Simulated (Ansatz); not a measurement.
Relaxation of ClGaH$_{3}$N (6 atoms, charge 0, multiplicity 1), to a largest force component of 0.02 eV/Å in at most 40 steps.

These are results of RKS PBE/def2-SVP in Ansatz 0.2.0, not measurements.

```xyz
6
Properties=species:S:1:pos:R:3
Ga 0.000 0.000 0.000
Cl 0.000 0.000 2.240
N 1.671 0.000 -0.965
H 2.138 -0.918 -1.217
H 2.123 0.918 -1.243
H -1.360 0.000 -0.785
```

Q: Where does it end, and by what steps?

A: The run converged. After 13 steps the energy has fallen by 0.728 eV; H4 moved furthest, 1.09 Å.

```tsv
step	energy less start (eV)	largest force component (eV/Å)	accepted
0	0.0000	1.640	yes
1	-0.2124	1.576	yes
2	-0.2565	2.052	yes
3	-0.3501	0.660	yes
4	-0.4726	0.510	yes
5	-0.5291	1.276	yes
6	-0.6058	0.703	yes
7	-0.6780	0.508	yes
8	-0.6618	1.340	no
9	-0.7113	0.403	yes
10	-0.7261	0.126	yes
11	-0.7254	0.122	no
12	-0.7275	0.042	yes
13	-0.7279	0.009	yes
```

```xyz
6
Properties=species:S:1:pos:R:3
Ga -0.001 0.047 -0.067
Cl 0.076 -0.600 2.005
N 1.612 0.033 -0.894
H 2.476 -0.246 -0.426
H 1.761 0.302 -1.867
H -1.352 0.464 -0.720
```

Whether the end is a true minimum wasn't checked by a vibrational analysis.

The run took 37 s on 1 thread of Intel(R) Xeon(R) Platinum 8488C (Sapphire Rapids), on a shared host, peak memory 0.16 GiB.
